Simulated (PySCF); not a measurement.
# Reading the logs of faulty runs: BGeH7OSi

All numbers below are calculated, not measured. The program is PySCF 2.14.0, an open-source quantum chemistry code, run on an isolated molecule that a program drew, which may never have been made. The molecule is BGeH7OSi (charge 0, singlet), drawn as the SMILES string `B[SiH](O)[GeH3]`.

Each row is a Hartree-Fock (HF) and frozen-core CCSD(T) single point in the cc-pV(D+d)Z basis, meant for a local HF minimum. Run 1 is clean. Each other run has one planted mistake out of seven kinds, and not every kind appears here: one electron removed, one electron added, multiplicity raised by two, geometry at a saddle point, minimal basis STO-3G, one bond length entered in bohr, all coordinates scaled. The reference is restricted for singlets and unrestricted otherwise, and also for a bond in bohr. Adding or removing an electron swaps singlet and doublet. Electrons count all cores. HOMO and LUMO are orbital energies over both spins, the gradient is its largest component, and the lowest frequency (negative if imaginary) is given only where the gradient is small. Bond lengths are over the 10 bonds as drawn. T1 is the CCSD diagnostic: over 0.02 (restricted) or 0.045 (unrestricted) a single reference is doubtful. Germanium has the cc-pVDZ-PP basis, with a core potential (ECP10MDF) in place of its 10 inner electrons, and its 3s, 3p and 3d shells are frozen in CCSD(T).

Geometry of the clean run:
```xyz
11
BGeH7OSi, angstrom
B    -2.0928   -1.2984   -0.5140
Si   -1.0045    0.2486    0.2181
O    -1.8021    1.1779    1.3451
Ge    1.0330   -0.6551    1.1600
H    -1.7279   -1.8706   -1.5043
H    -3.0768   -1.7162    0.0341
H    -0.6258    1.1894   -0.8592
H    -2.2686    0.7441    2.0434
H     1.8209   -1.4576    0.1148
H     0.7240   -1.6007    2.3331
H     1.9350    0.4668    1.6891
```

| run | electrons | basis functions | <S^2> | HOMO (eV) | LUMO (eV) | gradient (hartree/bohr) | lowest frequency (cm^-1) | mean bond (Å) | longest bond (Å) | T1 | HF (hartree) | CCSD(T) (hartree) | mistake |
|---|---|---|---|---|---|---|---|---|---|---|---|---|---|
| 1 | 66 | 109 | 0.000 | -9.93 | 1.08 | 3.9e-05 | 78 | 1.5546 | 2.420 | 0.0132 | -685.94231 | -686.48242 | no fault |
| 2 | 66 | 109 | 0.000 | -9.99 | 1.22 | 6.0e-02 | - | 1.4769 | 2.299 | 0.0128 | -685.91535 | -686.45003 | all coordinates scaled |
| 3 | 65 | 109 | 0.791 | -16.65 | -7.82 | 6.2e-02 | - | 1.5546 | 2.420 | 0.0249 | -685.61651 | -686.14390 | one electron removed |
| 4 | 66 | 109 | 2.026 | -7.47 | -1.48 | 4.3e-02 | - | 1.5546 | 2.420 | 0.0222 | -685.83276 | -686.37062 | ? |

**Which mistake was planted in run 4, and what did it cost?**

Electrons, basis and geometry are unchanged, and <S^2> is 2.026, beside S(S+1) = 2.00 for a multiplicity of 3. So the mistake is: multiplicity raised by two. Subtracting run 1 and multiplying by 627.51 kcal/mol a hartree, the energy moved by 68.7 kcal/mol in HF and 70.2 kcal/mol in CCSD(T).

